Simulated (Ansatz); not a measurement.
Species: WO$_{3}$ (charge 0, triplet). The spin state was set by rule; other spins were not relaxed. SMILES of the parent species: [O]=[W](=[O])=[O]
Geometry from a B3LYP-D3(BJ)/def2-TZVP (Ansatz, a first-principles code) optimisation:
```
W
O 1 1.7204
O 1 1.7204 2 113.52
O 1 1.8958 2 116.38 3 139.19
```
Charge 0, spin multiplicity 3.

Quantity: atomisation energy (electronic, to ground-state atoms), in kJ/mol. Cores are frozen in the correlated levels unless marked. UHF or UKS for open shells. No spin-orbit coupling. The frozen core is the preceding noble-gas configuration, with the filled d and f shells of earlier blocks. In def2 rows, elements after Kr have scalar-relativistic effective core potentials. The coupled-cluster limit lacks core correlation, which all-electron functionals hold. CBS(X,Y): correlation extrapolated as X^-3; Hartree-Fock from the larger set. [CCSD(T)-MP2]/basis is that difference in the basis named.

```tsv
level	program	atomisation energy (kJ/mol)
SVWN5/def2-TZVPD	Ansatz	…
r2SCAN/def2-TZVPD	Ansatz	1843.4
r2SCAN-D4/def2-TZVPD	Ansatz + dftd4	1845.1
B3LYP-D3(BJ)/def2-TZVPD	Ansatz + dftd3	1790.2
B3LYP-D4/def2-TZVPD	Ansatz + dftd4	1790.3
PBE0/def2-QZVPP	Ansatz	…
HSE06-D4/def2-TZVPD	Ansatz + dftd4	1767.1
HSE06/def2-TZVPD	Ansatz	1760.7
CAM-B3LYP/def2-TZVPD	Ansatz	1772.1
LC-wPBE-D4/def2-TZVPD	Ansatz + dftd4	1788.5
wB97M-V/def2-TZVPD	Ansatz	1740.3
B2PLYP/def2-TZVPD	Ansatz	1816.7
PBE-QIDH/def2-TZVPD	Ansatz	1745.1
RPA@PBE/def2-TZVPP	Ansatz	1674.5
SCS-MP2/def2-SVPD	Ansatz	1726.4
CCSD/def2-TZVPP	Ansatz	1633.8
RI-MP2/CBS(def2-TZVPP,def2-QZVPP)+[CCSD(T)-MP2]/def2-TZVPP	Ansatz	…
```

Q: Some entries are withheld; supply them.

A: 
- SVWN5/def2-TZVPD, atomisation energy (kJ/mol): 2261.6
- PBE0/def2-QZVPP, atomisation energy (kJ/mol): 1773.8
- RI-MP2/CBS(def2-TZVPP,def2-QZVPP)+[CCSD(T)-MP2]/def2-TZVPP, atomisation energy (kJ/mol): 1796.8
